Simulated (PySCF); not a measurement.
A geometry optimisation on `[SiH3][S][TlH2]`.

Method: PBE0-D3(BJ)/def2-SVP geometry optimisation, gas phase, def2 core potentials past Kr (PySCF 2.14.0). Start geometry: GFN2-xTB. A driver script takes a list of jobs; this job's settings line and coordinates (Å) are shown.

Input:
```
{"job": {"xc": "PBE0", "basis": "def2-SVP", "d3": "d3bj", "grid": 1, "maxiter": 30, "shake": 0.01, "kind": "geom"}, "charge": 0, "multiplicity": 1}
Si    -1.616500    -0.087910     0.092360
S      0.038870    -1.275190    -0.493860
Tl     2.049300     0.012740    -0.131310
H     -1.411830     1.302580    -0.399390
H     -2.741840    -0.746820    -0.581030
H     -1.727340    -0.098020     1.540460
H      3.568390    -0.823570    -0.490770
H      1.896090     1.697060     0.411070
```

Output:
```
step   0  E = -862.70823431  max force = 0.020014
step   1  E = -862.71368916  max force = 0.004649
step   2  E = -862.71421868  max force = 0.004882
step   3  E = -862.71452098  max force = 0.004038
step   4  E = -862.71476116  max force = 0.001843
step   5  E = -862.71485411  max force = 0.000620
step   6  E = -862.71487102  max force = 0.000252
step   7  E = -862.71487399  max force = 0.000158
optimisation converged
```

Energies in Eh; «max force» is the largest Cartesian gradient component in Eh/bohr.

Q: How much energy does the optimisation release, in kcal/mol?

A: E(step 0) − E(last step) = 0.006640 Eh, which is 4.2 kcal/mol.

Q: Give the first gradient maximum in eV/Å.

A: With 1 Eh/bohr = 51.422 eV/Å, 1.029 eV/Å.

In short: final energy -862.71487 Eh after 7 steps; dipole 2.91 D.

Q: Where do the atoms end?

A: 0.168 Å rms from the input after alignment:
```
atom  x, y, z in Å
Si1   -1.4913   -0.1084    0.0364
S2     0.1129   -1.3715   -0.5861
Tl3    2.0922    0.0888   -0.0818
H4    -1.3359    1.2916   -0.4708
H5    -2.7621   -0.6732   -0.5079
H6    -1.6094   -0.0373    1.5265
H7     3.4867   -0.8162   -0.4810
H8     1.5620    1.6062    0.5124
```

Time: 23 s of wall time; peak memory 0.38 GiB. Hardware: an AMD EPYC 9R14 with one thread, shared host with 96 logical CPUs at a one-minute load of 45.
Labels such as C1 count atoms from 1, the log's own numbers from 0.
